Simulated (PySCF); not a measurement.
# Structure and specific rotation at 589.3 nm (origin-invariant length gauge)

Computed, not measured: PySCF 2.14.0, TDDFT LC-wPBE/aug-cc-pVDZ circular dichroism and optical rotation, one conformer, gas phase. Geometry: GFN2-xTB.

Each molecule in one low-energy conformer. The parent is C#C[C@@H]1C[Si@H](CF)N1.

The molecule is flexible and this is one conformer; a measurement averages over conformers.

**Question.** How does the specific rotation at 589.3 nm (origin-invariant length gauge) change along this series?
- C#C[C@@H]1C[Si@H](CF)N1 (base)
- C#C[C@H]1C[Si@H](CF)N1 (diastereomer)

**Answer.** 
| molecule | [α]589 (deg dm⁻¹ (g/mL)⁻¹) | S1 (eV) | R(S1), velocity form (10⁻⁴⁰ esu² cm²) |
| --- | --- | --- | --- |
| C#C[C@@H]1C[Si@H](CF)N1 | -151.7 | 6.10 | -25.2 |
| C#C[C@H]1C[Si@H](CF)N1 | +105.3 | 6.20 | +38.1 |

The specific rotation at 589.3 nm (origin-invariant length gauge) is lowest for C#C[C@@H]1C[Si@H](CF)N1 and highest for C#C[C@H]1C[Si@H](CF)N1.
